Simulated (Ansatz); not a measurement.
Reactions of C₂H₁₀BNSi (`CNB(C)[SiH3]`).

Isolated molecules relaxed with PBE0-D4/def2-TZVP in Ansatz; ΔE leaves out vibrations. CCSD(T)/CBS adds triple-zeta CCSD(T) − MP2 to the extrapolated MP2 energy (def2 sets, frozen cores). This one scheme is used for every species. DFT in def2-TZVPP. B3LYP here is the variant with VWN-RPA as its local correlation; programs differ in this. For As outer-core shells are correlated without core-valence functions, which leaves a few kJ/mol of doubt a bond. Scalar relativity is left out up to krypton. Each species was taken in one conformer, which may not be the lowest.

```json
{"reaction": "`CNB(C)[SiH3]` + `CB(O)F` → `COB(C)F` + `CB(N)[SiH3]`", "CCSD(T)/CBS(def2) (eV)": "?"}
{"reaction": "`CNB(C)[SiH3]` + fluoromethane → `CB([SiH3])CF` + CH₃NH₂", "CCSD(T)/CBS(def2) (eV)": "1.50"}
{"reaction": "`CNB(C)[SiH3]` + `N[AsH2]` → `[SiH3]N[AsH2]` + `CBNC`", "CCSD(T)/CBS(def2) (eV)": "-0.77"}
{"reaction": "`CNB(C)[SiH3]` + `BCl` → `CB([SiH3])BCl` + CH₃NH₂", "CCSD(T)/CBS(def2) (eV)": "1.58"}
```

Task: Fill in the missing values. (An estimate is asked.)

Result: Computed: `CNB(C)[SiH3]` + `CB(O)F` → `COB(C)F` + `CB(N)[SiH3]`: +0.28 eV.

Largest T1 diagnostic: 0.013, for `CB([SiH3])BCl`.
